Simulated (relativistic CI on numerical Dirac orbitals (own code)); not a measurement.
**What each ingredient does to the levels of Yb⁷⁺**

Base calculation: Dirac-Coulomb-Breit CI, separate exchange-only KLI orbitals for each configuration, model QED (radiative potential, 1s self-energy scaled to tabulated hydrogen-like ionisation energies), unscaled Slater integrals.

Configuration list (outside the closed core [Kr]): 4d10 4f12 5s2 5p3, 4d10 4f10 5s2 5p5, 4d10 4f14 5s2 5p, 4d10 4f11 5s2 5p4, 4d10 4f13 5s2 5p2, 4d10 4f12 5s 5p4, 4d10 4f11 5s 5p5, 4d10 4f14 5p3, 4d10 4f13 5s2 5p 5d, 4d10 4f14 5s 5p2, 4d10 4f13 5s 5p3, 4d10 4f13 5s2 5p 6s, 4d10 4f13 5p4, 4d10 4f12 5s2 5p2 6s, 4d10 4f13 5p3 6s, 4d9 4f14 5s2 5p2. Levels of other configurations are missing.

The lowest level and the first level of each name with at least 55 % of one term (blank where a level has no safe partner in the second run):

```
                     Level  Base (cm⁻¹)  Shift (cm⁻¹)
4d10 4f10 5s2 5p5 6K°_19/2          0.0           0.0
4d10 4f10 5s2 5p5 4H°_13/2      10747.3         -42.4
 4d10 4f10 5s2 5p5 6H°_9/2      21877.2         -16.8
 4d10 4f10 5s2 5p5 6H°_7/2      24567.0         -11.6
 4d10 4f10 5s2 5p5 6H°_5/2      26497.2          -7.7
4d10 4f10 5s2 5p5 6G°_13/2      28202.2          -7.1
4d10 4f10 5s2 5p5 6F°_11/2      29137.2         -15.6
4d10 4f10 5s2 5p5 4K°_13/2      31877.8         -27.8
4d10 4f10 5s2 5p5 4L°_19/2      32947.5         -25.8
 4d10 4f10 5s2 5p5 6F°_9/2      33343.7         -13.8
4d10 4f10 5s2 5p5 4K°_11/2      37921.3         -25.4
 4d10 4f10 5s2 5p5 4F°_5/2      40550.2         -23.1
4d10 4f10 5s2 5p5 4M°_21/2      43717.4          -0.1
4d10 4f11 5s2 5p4 6K°_19/2      44483.0       -1847.2
 4d10 4f10 5s2 5p5 4P°_1/2      47500.6         -38.4
```

At this charge configurations can still be misplaced by up to about 7 % of their energy. Terms inside the open d or f shell come out 10 to 20 % too wide with unscaled integrals. Levels and lines within the n = 5 or 6 shells can be off by up to 10 % or somewhat more, and those that change n by about 2 %, since core polarisation is missing. Levels that differ in their count of f electrons can be misplaced by several ten thousand cm⁻¹, since the correlation energy of f electrons is missing or only estimated; rates across such gaps can be off by orders of magnitude. The computed lowest level isn't the tabulated ground level, which NIST ASD gives as 4f12 5p3 °.

(1) One thing was changed in a second run, which moved the levels as shown. Which?
A. P86 correlation estimate
B. QED terms removed
C. configuration mixing switched off
D. Breit term removed

## Answers

(1) A. P86 correlation estimate. A correlation estimate moves all levels of a configuration together before mixing; mixed levels move by a weighted share.

LS names give the leading component of a level, which can be under half, so a name can repeat, a term be missing and a line seem to break the LS rules.
